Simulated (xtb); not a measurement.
2-iodocyclopenta-1,3-diene (C₅H₅I), SMILES IC1=CCC=C1. All values are semi-empirical tight-binding results from xtb (GFN2-xTB unless named), good for trends rather than for accurate numbers. Geometry optimised at GFN2-xTB. The values are those of a single conformer.

- point group as xtb finds it: Cs
- orbital gap: 3.54 eV
- zero-point energy: 50.6 kcal/mol
- G − E(el) at 298.15 K (modified RRHO): 31.1 kcal/mol
- static polarisability (D4 model): 87.1 bohr³
- solvation energy, GFN2-xTB/ALPB(water): -3.3 kcal/mol
- solvation energy, GFN2-xTB/ALPB(thf): -7.5 kcal/mol
